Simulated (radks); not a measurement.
Problem. Numerical settings for neutral bismuth, [Hg] 6p3. Method: Dirac Kohn-Sham, LDA (Slater exchange, Perdew-Wang correlation), spin-unpolarised, spherical densities, finite nucleus; open shells fill j = l - 1/2 first; Fermi nuclear charge, rms radius 5.5211 fm; computed with a radial shooting solver on a logarithmic mesh with Libxc functionals. The defaults (mesh step 0.008 in ln r, mesh end at 40 bohr or more with all orbitals vanishing there, Anderson mixing 0.5 over 9 steps, residual threshold near 1e-9 with the energy settled to 1e-9 hartree or 1e-11 of itself, here a cap of 52 iterations) give E = -21563.436 hartree and 6p3/2 at -3.896 eV in 15 iterations. Run on one thread of a shared host, so times are rough (Intel(R) Xeon(R) 6975P-C): 0.14 s of CPU time, 0.14 s wall, 15 iterations on 2440 mesh points. One setting is changed at a time: mesh step in ln r 0.02; mesh step in ln r 0.03; mesh step in ln r 0.05; mesh end (bohr) 1; mesh end (bohr) 8; residual threshold 1e-16; residual threshold 1e-05; mixing 1.5; linear mixing, mixing 0.5; linear mixing, mixing 0.8; mixing history 20; iteration cap 2. Which runs fail to converge, and which converge to a wrong energy?

Solution. Not converged within the cap: residual threshold 1e-16; linear mixing, mixing 0.8; iteration cap 2. Settled on a wrong energy, with an occupied level pushed above zero by the early mesh end: mesh end (bohr) 1 (+403 hartree). Apart from these: settings that end as converged yet miss the energy by more than 1 mhartree: mesh end (bohr) 8 (+0.00413 hartree).
